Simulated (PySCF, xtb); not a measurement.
Al(Br)(Me)(OH) (CH4AlBrO), SMILES [CH3][Al]([OH])[Br]. Other conformers were not sampled.

Harmonic wavenumbers (cm⁻¹) from GFN2-xTB in xtb 6.7.1 at its own minimum, in rising order: 50, 114, 151, 196, 376, 407, 483, 598, 614, 648, 911, 1290, 1439, 1450, 2958, 2965, 2970, 3776.

**Question.** What does PBE-D3(BJ)/def2-SVP (PySCF 2.14.0) give at its own minimum? (An estimate is asked for; the answer gives what the named calculation found.)

**Answer.** 35, 137, 183, 191, 363, 388, 587, 635, 649, 697, 864, 1163, 1375, 1375, 2976, 3071, 3088, 3807. Paired by order, the mean absolute difference is 51 cm⁻¹ and the zero-point energies are 30.6 and 30.9 kcal/mol.
